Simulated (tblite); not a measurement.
Species: C5H8Cl3NSi.
Atom-mapped SMILES: `[CH2:1]=[CH:2][CH2:3][Si@H:4]([Cl:5])/[N:6]=[CH:7]\[CH:8]([Cl:9])[Cl:10]` (hydrogens: H11, H12 on C1; H13 on C2; H14, H15 on C3; H16 on Si4; H17 on C7; H18 on C8)

A start from a force field or distance geometry was refined with tblite 0.8.0, GFN2-xTB geometry optimisation, gas phase. Values at the start:

```csv
coordinate,start
C1=C2,1.345 Å
C1–H11,1.096 Å
C1–H12,1.055 Å
C2–C3,1.478 Å
C2–H13,1.081 Å
C3–Si4,1.868 Å
C3–H14,1.103 Å
C3–H15,1.128 Å
Si4–Cl5,2.102 Å
Si4–N6,1.739 Å
N6=C7,1.274 Å
C7–C8,1.507 Å
C7–H17,1.079 Å
C8–Cl9,1.778 Å
C8–Cl10,1.750 Å
C8–H18,1.129 Å
C3–Si4–Cl5,107.3°
C3–Si4–N6,108.6°
Si4–N6–C7,123.1°
Cl5–Si4–N6,107.7°
N6–C7–C8,120.8°
C7–C8–Cl9,104.0°
C7–C8–Cl10,114.4°
Cl9–C8–Cl10,106.7°
C1–C2–C3–Si4,-121°
C2–C3–Si4–Cl5,58°
C3–Si4–N6–C7,-107°
N6–C7–C8–Cl9,-174°
```

Task: How do these coordinates change at the GFN2-xTB level?

Result: 
```
   coordinate  GFN2-xTB (Å or °)  change
      Si4–Cl5              2.006  -0.096
       C3–Si4              1.911  +0.043
       C8–H18              1.091  -0.038
       C3–H15              1.090  -0.038
      C8–Cl10              1.787  +0.037
        N6=C7              1.244  -0.030
        C1=C2              1.321  -0.024
       C1–H12              1.076  +0.021
       C1–H11              1.078  -0.018
       Si4–N6              1.722  -0.017
        C2–C3              1.491  +0.013
       C3–H14              1.090  -0.013
       C7–H17              1.090  +0.011
       C8–Cl9              1.772  -0.006
        C7–C8              1.503  -0.004
       C2–H13              1.082  +0.001
    Si4–N6–C7              138.3   +15.2
   C7–C8–Cl10              106.8    -7.6
    C7–C8–Cl9              110.9    +6.9
     N6–C7–C8              125.6    +4.8
   Cl5–Si4–N6              103.2    -4.5
    C3–Si4–N6              104.3    -4.3
   C3–Si4–Cl5              111.4    +4.1
  Cl9–C8–Cl10              110.3    +3.6
 N6–C7–C8–Cl9               -140     +34
 C1–C2–C3–Si4               -102     +19
C2–C3–Si4–Cl5                 53      -5
 C3–Si4–N6–C7               -111      -4
```

The energy falls by 50.5 kJ/mol over 117 L-BFGS steps, the largest force on an atom goes from 2.52 to 0.008 eV/Å, and the atoms move by 0.491 Å rms after alignment. The bond that changes most is Si4–Cl5 (chlorine-bound silicon to silicon-bound chlorine), which shortens by 0.096 Å. Bonds longer at the end by more than 0.005 Å: 5 of 17; shorter: 9. Among the dihedrals that turn most is H17–C7–C8–H18, from 119° to 164°. Rotational constants go from 1275, 363.4, 318.5 to 1220, 337.0, 286.6 MHz.

Time: 2.9 s of wall time. Hardware: one thread of an Intel Xeon at 2.70 GHz, no GPU (shared host).

Its lowest GFN2-xTB frequency is 12 cm⁻¹, too small to tell a flat minimum from a shallow saddle. One conformer, not necessarily the lowest.

These are computed values.
